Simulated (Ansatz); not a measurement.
`C[SiH2]C(=N)Cl` + H₂ → `C[SiH2]C=N` + HCl  (hydrogenolysis of a C–Cl bond)

Isolated molecules relaxed with PBE0-D4/def2-TZVP in Ansatz; ΔE leaves out vibrations. CBS: MP2 limit from def2 TZ/QZ plus the TZ coupled-cluster correction, frozen cores. This one scheme is used for every species. Functionals use def2-TZVPP. B3LYP here is the variant with VWN-RPA as its local correlation; programs differ in this. HSE06 is defined as in plane-wave codes. One conformer a species, not always the lowest.

```
          level  ΔE (kJ/mol)  difference from CCSD(T)/CBS
      revPBE-D4        -11.3                         22.0
         B97M-V        -29.2                          4.1
       B3LYP-D4        -25.0                          8.3
       HSE06-D4        -27.5                          5.8
         revPBE        -24.9                          8.4
          HSE06        -32.3                          1.0
  CCSD/def2-SVP        -44.6                        -11.3
 MP2/def2-TZVPP        -26.7                          6.6
CCSD/def2-TZVPP        -44.4                        -11.1
   HF/CBS(def2)        -60.3                        -27.0
    CCSD(T)/CBS        -33.3                            0
```

(1) What do rigid-rotor, harmonic-oscillator terms from PBE0-D4/def2-TZVP frequencies (298.15 K, 1 bar) make of the CCSD(T)/CBS value? (Best estimate.)

Largest T1 diagnostic among the species: 0.013.

Answers

(1) Computed: ΔZPE = +15.5 kJ/mol, ΔH = -20.5 kJ/mol, ΔS = 24 J/(mol·K), ΔG = -27.7 kJ/mol.

At CCSD(T), def2-SVP lies −4.8 kJ/mol from the extrapolated value and def2-TZVPP −2.9 kJ/mol. From r2SCAN to r2SCAN0 (25 % exact exchange), in def2-TZVPP and without D4, ΔE moves by −10.4 kJ/mol.

CCSD(T)/CBS has its own doubt, a few kJ/mol and more with outer-core shells, so smaller differences from it don't rank the levels.
